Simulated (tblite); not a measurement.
C5H8B2F2Se.
Atom-mapped SMILES: `[CH2:1]=[CH:2][BH:3][C@@H:4]1[CH2:5][C@@H:6]([B:7]([F:8])[F:9])[Se:10]1` (hydrogens: H11, H12 on C1; H13 on C2; H14 on B3; H15 on C4; H16, H17 on C5; H18 on C6)

Computed with GFN2-xTB (tblite), gas phase: L-BFGS steps from a force-field or distance-geometry start until the largest atomic force falls under 0.01 eV/Å.

Step 38: E = -814.0403 eV
```
atom  x, y, z in Å  |  force x, y, z in eV/Å
C1      3.7676    0.0267   -0.2518    0.062  -0.090  -0.055
C2      2.5764    0.3611   -0.7441    0.000   0.018   0.017
B3      1.2814   -0.3148   -0.2640   -0.026  -0.069  -0.024
C4     -0.0499    0.5071   -0.2147    0.094   0.027   0.111
C5     -0.9614    0.2669    1.0028    0.064   0.026  -0.009
C6     -2.0423   -0.6458    0.4030    0.078   0.036  -0.045
B7     -3.5346   -0.2159    0.5484   -0.022   0.013   0.036
F8     -4.5486   -1.0552    0.4641    0.027   0.041  -0.043
F9     -3.8774    1.0396    0.7613   -0.055  -0.031  -0.019
Se10   -1.3731   -0.3378   -1.4961   -0.092   0.031   0.014
H11     4.6857    0.5338   -0.4958    0.034   0.095  -0.037
H12     3.8569   -0.7914    0.4406    0.060  -0.080   0.075
H13     2.5270    1.2056   -1.4199    0.021   0.069  -0.061
H14     1.2869   -1.4149    0.1277    0.004  -0.061   0.043
H15     0.0588    1.5620   -0.4756   -0.119  -0.020   0.043
H16    -0.4463   -0.2311    1.8272    0.022   0.097  -0.034
H17    -1.3633    1.2113    1.3757   -0.118  -0.115  -0.043
H18    -1.8526   -1.7010    0.6055   -0.035   0.012   0.031
```

Step 39: E = -814.0435 eV
```
atom  x, y, z in Å  |  force x, y, z in eV/Å
C1      3.7696    0.0080   -0.2713   -0.005  -0.023  -0.038
C2      2.5767    0.3658   -0.7484    0.040  -0.020   0.038
B3      1.2795   -0.2974   -0.2518    0.027  -0.131   0.010
C4     -0.0548    0.5185   -0.2051    0.104   0.015   0.047
C5     -0.9650    0.2776    1.0106    0.046   0.003  -0.016
C6     -2.0364   -0.6460    0.4172    0.002   0.003  -0.159
B7     -3.5338   -0.2262    0.5378   -0.141  -0.013   0.053
F8     -4.5496   -1.0630    0.3915    0.201   0.185  -0.015
F9     -3.8787    1.0233    0.7908   -0.072  -0.114  -0.047
Se10   -1.3665   -0.3480   -1.4915   -0.082   0.037   0.102
H11     4.6919    0.5111   -0.5142    0.001   0.053  -0.048
H12     3.8549   -0.8142    0.4199    0.044  -0.033   0.015
H13     2.5294    1.2136   -1.4224    0.042   0.030  -0.020
H14     1.2920   -1.3899    0.1684   -0.002  -0.007   0.007
H15     0.0453    1.5713   -0.4749   -0.117   0.002   0.040
H16    -0.4480   -0.2177    1.8331    0.061   0.093   0.026
H17    -1.3732    1.2188    1.3815   -0.131  -0.087  -0.030
H18    -1.8421   -1.6992    0.6227   -0.018   0.007   0.034
```

Step 40: E = -814.0453 eV
```
atom  x, y, z in Å  |  force x, y, z in eV/Å
C1      3.7778   -0.0018   -0.2772   -0.006   0.058   0.051
C2      2.5827    0.3626   -0.7450   -0.028   0.005  -0.037
B3      1.2783   -0.2959   -0.2548    0.074  -0.050   0.008
C4     -0.0566    0.5194   -0.1981    0.096  -0.010  -0.071
C5     -0.9695    0.2794    1.0115    0.008  -0.044  -0.020
C6     -2.0360   -0.6489    0.4231   -0.028  -0.027  -0.260
B7     -3.5338   -0.2295    0.5369    0.236   0.085   0.085
F8     -4.5457   -1.0500    0.3892   -0.177  -0.194  -0.088
F9     -3.8750    1.0150    0.7911   -0.113   0.187   0.008
Se10   -1.3733   -0.3439   -1.4932   -0.044   0.026   0.182
H11     4.6928    0.5183   -0.5169   -0.004  -0.015  -0.059
H12     3.8736   -0.8177    0.4241    0.008   0.020  -0.071
H13     2.5354    1.2101   -1.4245    0.064  -0.033   0.053
H14     1.2934   -1.3862    0.1590   -0.020  -0.114   0.048
H15     0.0352    1.5709   -0.4672   -0.076   0.065   0.016
H16    -0.4553   -0.2097    1.8347    0.114   0.059   0.125
H17    -1.3894    1.2163    1.3739   -0.117  -0.015   0.005
H18    -1.8435   -1.7021    0.6275    0.012  -0.002   0.024
```

Step 41: E = -814.0497 eV
```
atom  x, y, z in Å  |  force x, y, z in eV/Å
C1      3.7755   -0.0030   -0.2800   -0.014   0.049   0.012
C2      2.5803    0.3661   -0.7452    0.026  -0.023  -0.011
B3      1.2789   -0.2932   -0.2489    0.069  -0.021  -0.008
C4     -0.0551    0.5227   -0.1966    0.059  -0.012  -0.051
C5     -0.9690    0.2814    1.0128   -0.002  -0.045  -0.014
C6     -2.0339   -0.6491    0.4200   -0.021  -0.019  -0.152
B7     -3.5324   -0.2305    0.5352    0.042   0.059   0.060
F8     -4.5458   -1.0558    0.3694    0.014  -0.002  -0.045
F9     -3.8760    1.0148    0.8002   -0.089   0.009  -0.023
Se10   -1.3682   -0.3496   -1.4890   -0.028   0.041   0.127
H11     4.6951    0.5074   -0.5254   -0.027  -0.008  -0.043
H12     3.8661   -0.8219    0.4181    0.023   0.019  -0.059
H13     2.5338    1.2140   -1.4234    0.056  -0.028   0.045
H14     1.2943   -1.3818    0.1699   -0.016  -0.102   0.044
H15     0.0327    1.5744   -0.4684   -0.068   0.041   0.022
H16    -0.4529   -0.2056    1.8378    0.086   0.061   0.090
H17    -1.3912    1.2174    1.3762   -0.112  -0.027  -0.008
H18    -1.8410   -1.7015    0.6314    0.002   0.009   0.015
```

**Question.** Estimate the geometry and energy of step 42. (The exact step hangs on the optimiser's Hessian estimate; all steps are aligned on step 41, rigid shifts and turns removed.)

**Answer.** E = -814.0532 eV, largest force 0.161 eV/Å
```
atom  x, y, z in Å  |  force x, y, z in eV/Å
C1      3.7750   -0.0062   -0.2845    0.026   0.028   0.019
C2      2.5804    0.3671   -0.7471    0.012  -0.031  -0.014
B3      1.2801   -0.2910   -0.2461    0.059  -0.050   0.021
C4     -0.0533    0.5261   -0.1954    0.004  -0.014  -0.030
C5     -0.9685    0.2832    1.0142   -0.014  -0.037   0.007
C6     -2.0318   -0.6489    0.4174   -0.022  -0.020  -0.018
B7     -3.5318   -0.2316    0.5349   -0.065  -0.004   0.009
F8     -4.5452   -1.0586    0.3474    0.129   0.096  -0.008
F9     -3.8807    1.0111    0.8073   -0.073  -0.040  -0.024
Se10   -1.3680   -0.3517   -1.4829    0.007   0.051   0.049
H11     4.6964    0.5007   -0.5316   -0.035  -0.007  -0.038
H12     3.8650   -0.8284    0.4104    0.020   0.033  -0.065
H13     2.5356    1.2167   -1.4235    0.047  -0.036   0.048
H14     1.2954   -1.3784    0.1848   -0.013  -0.026   0.005
H15     0.0269    1.5786   -0.4679   -0.040   0.021   0.020
H16    -0.4499   -0.1996    1.8418    0.053   0.060   0.050
H17    -1.3962    1.2174    1.3786   -0.087  -0.039  -0.028
H18    -1.8381   -1.7003    0.6363   -0.008   0.014   0.000
```

The energy changes by -0.0035 eV. The first-order estimate −F·Δx gives -0.0050 eV and the mean of the old and new forces, exact on a quadratic surface, -0.0035 eV. The step makes an angle of 69° with the force vector and moves no atom by more than 0.022 Å.

What follows is the cost of the whole relaxation. On one thread, Arm Neoverse V1 (aarch64) (shared host), this took 1.2 s of wall time.
